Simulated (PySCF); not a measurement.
Working out the excitation energy of Ne²⁺

Ne²⁺ [He] 2s2 2p4 (3P) → Ne²⁺ [He] 2s1 2p5 (3P). Computed with PySCF 2.14 in x2c-QZVPPall (7s4p3d2f1g, 57 functions), with the spin-free X2C one-electron Hamiltonian (Gaussian nucleus). Frozen: 1s2. Energies in hartree (1 hartree = 27.21139 eV):

```
            part  Ne²⁺ (lower)  Ne²⁺ (upper)
             UHF   -126.519992   -125.541047
CCSD correlation     -0.170776     -0.214566
             (T)     -0.001773     -0.003607
```

Problem. What does Hartree-Fock give?

Solution. (-125.541047) − (-126.519992) = 0.978945 hartree = 26.638 eV.

Problem. What do CCSD and CCSD(T) give?

Solution. The CCSD correlation energies differ by -0.043790 hartree = -1.192 eV and the triples by -0.001834 hartree = -0.050 eV, so CCSD gives 25.446 eV and CCSD(T) 25.396 eV.
